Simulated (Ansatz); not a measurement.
SiH2MeEt (C3H10Si). Charge 0, multiplicity 1. Geometry PBE0-D4/def2-SVP.

```xyz
14

C    -1.375   -1.555   -1.018
C     0.834    0.479   -0.193
C     1.377    1.468    0.834
Si   -0.767   -0.380    0.319
H    -0.538   -1.137    1.594
H    -1.816    0.654    0.599
H    -0.626   -2.335   -1.227
H    -1.573   -1.014   -1.957
H    -2.308   -2.054   -0.713
H     0.651    0.985   -1.157
H     1.582   -0.305   -0.407
H     2.312    1.941    0.494
H     0.657    2.277    1.037
H     1.591    0.977    1.797
```

Another isomer (singlet) lies 0.56 eV lower at PBE0-D4/def2-TZVP; other spin states weren't run for this one.

(1) Estimate the orbital energies around the gap (eV) in Ansatz with HF/STO-3G, PBE-D4/def2-SVP, revPBE-D4/def2-TZVP, r2SCAN-D4/def2-TZVP, PBE0-D4/def2-SVP.

## Answers

(1) 
| orbital | HF/STO-3G | PBE-D4/def2-SVP | revPBE-D4/def2-TZVP | r2SCAN-D4/def2-TZVP | PBE0-D4/def2-SVP |
| --- | --- | --- | --- | --- | --- |
| HOMO−5 | -13.95 | -9.75 | -9.79 | -10.21 | -11.32 |
| HOMO−4 | -12.80 | -8.90 | -8.91 | -9.29 | -10.40 |
| HOMO−3 | -12.29 | -8.26 | -8.32 | -8.67 | -9.74 |
| HOMO−2 | -10.69 | -7.52 | -7.55 | -7.91 | -8.88 |
| HOMO−1 | -10.50 | -7.50 | -7.52 | -7.87 | -8.87 |
| HOMO | -9.75 | -6.89 | -6.89 | -7.19 | -8.21 |
| LUMO | 13.61 | 0.70 | 0.23 | 0.69 | 1.54 |
| LUMO+1 | 14.34 | 0.81 | 0.35 | 0.88 | 1.64 |
| LUMO+2 | 14.49 | 1.68 | 1.30 | 1.95 | 2.60 |
| LUMO+3 | 14.98 | 1.75 | 1.56 | 1.97 | 2.66 |
| LUMO+4 | 17.52 | 2.37 | 1.58 | 2.21 | 3.28 |
| LUMO+5 | 18.65 | 2.42 | 1.76 | 2.41 | 3.34 |
